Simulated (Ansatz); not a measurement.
Born–Oppenheimer molecular dynamics of BBrF$_{2}$H$_{2}$ (6 atoms, charge 0, multiplicity 1). It starts at the highest image of a converged band, a first-order saddle point between two minima.

Method: RKS PBE/def2-SVPD (Ansatz 0.2.0).

```
ensemble                      : NVE (velocity Verlet)
time step                     : 0.5 fs
steps asked                   : 200
starting velocities drawn for : 300 K
seed                          : 7843
```

First frame:

```xyz
6
Properties=species:S:1:pos:R:3
B 0.012 -0.193 0.114
H 0.006 0.206 1.382
F 1.171 0.123 -0.478
F -1.170 0.055 -0.467
Br 0.079 -2.416 0.682
H 0.037 -0.861 1.426
```

Task: What does the run give?

Result: The run went to its last step.

- steps done: 200
- time covered: 100 fs
- mean temperature over the second half: 1600 K
- spread of the potential energy over the second half: 6.6 meV per atom
- mean potential energy of the second half above the start: -112.0 meV per atom

The conserved energy stayed within 0.067 meV per atom of its start (net change 0.038 meV per atom), so the integration is sound. The kinetic energy rose, since the run started high on the potential surface and went downhill. It ends in pieces (BF2H + BrH), so much of that is their flight and rotation, not heat. A run of 0.1 ps of so small a system gives no equilibrium averages. The orbitals stay closed-shell, which can raise the energy where a bond breaks towards radicals; this wasn't checked here.

Task: What happens to the structure?

Result: Between its relaxed ends the band would form B1–Br5, H2–H6 and break B1–H2, Br5–H6. These pairs go: B1–Br5 2.29 → 3.98 Å, H2–H6 1.07 → 5.19 Å, B1–H2 1.33 → 1.21 Å, Br5–H6 1.72 → 1.43 Å. In the last frame they stand as before the step (other bonds may differ from the relaxed reactants and products). It ends as BF2H + BrH. Pairs count as bonded within 1.25 times the sum of covalent radii (0.12 Å more for H–H). Another seed would give other details.

Task: How do temperature and energy run in time?

Result: 
```
time (fs)  T (K)  potential energy less start (eV)  conserved less start (meV/atom)
        0    300                             0.000                             0.00
        8    158                             0.074                             0.05
       16    208                             0.048                             0.05
       24    527                            -0.117                             0.04
       32   1081                            -0.404                             0.05
       40   1374                            -0.555                             0.04
       48   1459                            -0.599                             0.03
       56   1507                            -0.624                             0.02
       64   1587                            -0.665                             0.03
       72   1638                            -0.691                             0.05
       80   1586                            -0.665                             0.05
       88   1610                            -0.677                             0.03
       96   1731                            -0.740                             0.02
```

Run time: 2.7 min on 4 threads of AMD EPYC 7B13 (Zen 3), with other jobs on the host, peak memory 0.19 GiB.
